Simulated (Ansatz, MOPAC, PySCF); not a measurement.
Members of the series CXY, Y = amino; each row names its spin state. Gas-phase values, no solvent. One relaxed conformer stands for each flexible species; it need not be the lowest. Strings in code marks are SMILES.

Quantity: adiabatic spin-state energy, in kcal/mol. Semi-empirical values (MOPAC) are differences of heats of formation.

Level 1: r2SCAN/cc-pVTZ // PBE0-D3(BJ)/def2-TZVP (Ansatz, an electronic-structure program)
Level 2: PBE/6-31G* // PBE0-D3(BJ)/def2-TZVP (PySCF)
Level 3: AM1 // PBE0-D3(BJ)/def2-TZVP (MOPAC)
Level 4: PM7 // PBE0-D3(BJ)/def2-TZVP (MOPAC)

```json
[
 {"species": "`[CH]N`: multiplicity 3 minus multiplicity 1", "level 1": "26.0", "level 2": "30.1", "level 3": "7.03", "level 4": "13.5"},
 {"species": "`N[C][AlH2]`: multiplicity 3 minus multiplicity 1", "level 1": "13.7", "level 2": "18.4", "level 3": "14.3", "level 4": "5.86"},
 {"species": "`N[C]S`: multiplicity 3 minus multiplicity 1", "level 1": "36.0", "level 2": "39.3", "level 3": "8.04", "level 4": "18.3"}
]
```
